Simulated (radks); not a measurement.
The mean radii <r> (bohr) of the occupied orbitals of an atom or ion are listed with their occupations. Method: scalar-relativistic Kohn-Sham, PBE, spin-polarised, spherical densities, finite nucleus; Fermi nuclear charge, rms radius of each element as measured or else 0.836 A^(1/3) + 0.57 fm; computed with a radial shooting solver on a logarithmic mesh with Libxc functionals.

| orbital | occ. | <r> |
|---|---|---|
| 1s | 2 | 0.03109 |
| 2s | 2 | 0.1326 |
| 2p | 6 | 0.1153 |
| 3s | 2 | 0.3210 |

Name the element and its charge. Open shells, if any, are filled with parallel spins first.

Answer. Z = 47, silver, charge +35: Ag35+ in [Ne] 3s2. The 1s radius gives Z: for a bare nucleus <r> = (2 gamma + 1)/(2Z) with gamma = sqrt(1 - (Z/c)^2), 0.03062 bohr for Z = 47, and screening makes it slightly larger (0.03109 here). The occupations add up to 12, and the charge is Z minus that.
